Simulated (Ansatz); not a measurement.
Consider the silylene formation by 1,1-elimination: `[SiH3][OH+][Al-]([Cl])([Cl])[Cl]` → `[OH2+][Al-]([Cl])([Cl])[Cl]` + `[SiH2]`.

Calculated with Ansatz (gas phase, PBE0-D4/def2-TZVP geometries, no zero-point term in ΔE). CCSD(T)/CBS is the MP2 limit (def2-TZVPP, def2-QZVPP) plus CCSD(T) − MP2 in def2-TZVPP, frozen cores. This one scheme is used for every species. Functionals use def2-TZVPP. HSE06 is defined as in plane-wave codes. Each species was taken in one conformer, which may not be the lowest.

```tsv
level	ΔE (eV)
HSE06-D4	3.36
PBE	3.13
LC-ωPBE	3.45
RPA@PBE/def2-TZVPP	3.11
```

Task: What does CCSD(T)/CBS give? (Best estimate.)

Result: The calculation gave: +3.35 eV. The listed levels differ from it by 0.01, -0.22, 0.10, -0.24 eV.

Largest T1 diagnostic among the species: 0.014.

The D4 term adds +0.18 eV with B3LYP and +0.10 eV with PBE0; it sums over pairs of atoms, weighted by their polarisabilities, and B3LYP, whose exchange is more repulsive, gets the larger term. At CCSD(T), def2-SVP lies −0.19 eV from the extrapolated value and def2-TZVPP −0.08 eV.

B3LYP here is the variant with VWN-RPA as its local correlation; programs differ in this.
